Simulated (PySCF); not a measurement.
## RhH₄, doublet: computed properties

These are results of PySCF, UPBE0, basis Rh def2-TZVP with ECP28, H def2-TZVP (scalar-relativistic core potentials, no spin–orbit coupling, density fitting), not measurements.

The structure is a minimum.

```json
{
  "Point group": "D2d",
  "Bond lengths": "H–H 0.854 Å (×2), Rh–H 1.708 Å (×4)",
  "Bond angles": "H–H–Rh 75.5° (×4), H–Rh–H 28.9° (×2), H–Rh–H 159.6° (×4)",
  "Heat capacity Cp at 298.15 K": "51.9 J/(mol K)",
  "Entropy at 298.15 K and 1 bar (electronic part: spin only)": "238.3 J/(mol K)",
  "Zero-point energy": "77.0 kJ/mol",
  "Dipole moment": "0.00 D",
  "Rotational constants": "22.95, 1.479, 1.479 cm⁻¹",
  "Principal polarisabilities": "48.8, 48.8, 49.7 bohr³",
  "Lowest empty level (β)": "-2.31 eV",
  "Principal quadrupole moments (Buckingham, traceless) about the centre of mass": "-2.03, -2.03, 4.07 D Å",
  "Highest occupied level (β)": "-5.55 eV",
  "Spin squared ⟨S²⟩": "0.754",
  "Atomisation energy without zero-point energy": "1050 kJ/mol",
  "Enthalpy at 298.15 K above 0 K": "11.92 kJ/mol",
  "Rotational symmetry number": "4"
}
```

Harmonic modes (masses in u: Rh 102.906, H 1.008):
```csv
ω (cm⁻¹),"IR (km/mol, summed over degenerate members)",degeneracy,μ (u)
423,12.2,2,1.04
711,2.9,1,1.01
873,625,1,1.04
1281,0.0,1,1.01
1615,13.1,2,1.01
2964,0.0,1,1.01
2975,197,1,1.01
```

Charges (e):
```json
{"atom": "Rh1", "Mulliken": "-0.17", "Löwdin": "-0.32", "polar tensor": "-0.31", "spin (Mulliken)": "1.04", "Mayer order to Rh1": "–"}
{"atom": "H2,3,4,5", "Mulliken": "0.04", "Löwdin": "0.08", "polar tensor": "0.08", "spin (Mulliken)": "-0.01", "Mayer order to Rh1": "0.42"}
```
Other Mayer orders above 0.3: H–H 0.61 (×2).

Mulliken populations on Rh1 (electrons outside its core potential): s 2.78, p 6.12, d 8.26, f 0.00.

The spin densities have lower symmetry than the nuclear frame, so modes carry no symmetry labels and degenerate sets may split. Other isomers or separated fragments may lie lower. Open d and f shells are described by one determinant, and the ground state may have another occupation or spin.

The final relaxation and frequency run took 61 s on 2 threads of a shared Arm Neoverse V1 host, with 64 basis functions and 9 gradients; the process peaked at 0.92 GiB. Launch command: `OMP_NUM_THREADS=2 python axn.py task.json out`.
